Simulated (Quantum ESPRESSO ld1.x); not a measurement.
Problem. B III, 3 electrons, occupied as [He] 5f1 (not the ground configuration). Calculated with ld1.x of Quantum ESPRESSO 7.5: non-relativistic Kohn-Sham, LDA (Slater exchange, Perdew-Zunger correlation), spin-polarised, spherical densities, point nucleus; open shells are filled with parallel spins first. Some entries of the table are withheld. Estimate them.

| orbital | occ. | eigenvalue (Ry) | <r^2> (bohr^2) | r(max) (bohr) |
|---|---|---|---|---|
| 1s up | 1 | -16.5985 | 0.1461 | 0.211 |
| 1s down | 1 | -16.5985 | 0.1460 | 0.211 |
| 5f up | 1 | -0.31536 | (1) | 10.9 |
| 5f down | 0 | -0.28680 | (2) | 11.3 |

Solution. 
(1) 5f up <r^2> (bohr^2): 121.2
(2) 5f down <r^2> (bohr^2): 130.3
